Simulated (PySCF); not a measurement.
The numbers below are computed, except where a source is named.
## CH3ClFOSi

The system: CH3ClFOSi, a small molecule (built as: C site whose three back bonds go to OSiH3, F, Cl); neutral, doublet. The structure, one conformer, was relaxed in the gas phase by PBE0-D3(BJ)/def2-SVP. No frequency run checks that it is a minimum.

SMILES: F[C](Cl)O[SiH3]

Coordinates in Å:
```
C1      1.188    0.843    0.525
O2      0.093    0.171    0.822
Si3    -0.807   -0.849   -0.207
F4      1.599    0.648   -0.735
Cl5     1.164    2.535    0.946
H6     -1.923   -1.318    0.650
H7      0.043   -1.985   -0.654
H8     -1.310   -0.074   -1.374
```

EPR values by unrestricted B3LYP, IGLO-III on C Cl F O Si, pcH-1 on H.

Task: Predict g and the largest hyperfine couplings. Where does the spin sit?

Result: g = 2.0015, 2.0047, 2.0065. The spin sits on C1 (80 %, bonded to 1 Cl + 1 F + 1 O) by Mulliken populations.
| atom | isotope | isotropic (MHz) | dipolar, principal values (MHz) |
| --- | --- | --- | --- |
| C1 | 13C | 587.7 | -65.4, -64.9, 130.3 |
| F4 | 19F | 290.0 | -172.9, -157.3, 330.2 |
| Cl5 | 35Cl | 49.6 | -29.2, -23.8, 53.0 |
| O2 | 17O | -64.5 | -35.5, 17.2, 18.4 |
| H8 | 1H | 16.1 | -1.9, -1.2, 3.1 |
| Si3 | 29Si | -8.0 | -5.4, 2.2, 3.2 |

Task: How do the isotropic couplings move with BHandHLYP?

Result: C1 587.7 to 621.8 MHz, F4 290.0 to 314.5 MHz, Cl5 49.6 to 46.7 MHz, O2 -64.5 to -64.1 MHz.

The 2 runs behind this took 85 s in all, one thread each of Arm Neoverse V1 on a shared host, launched as `OMP_NUM_THREADS=1 python cluster_run.py task.json out`.
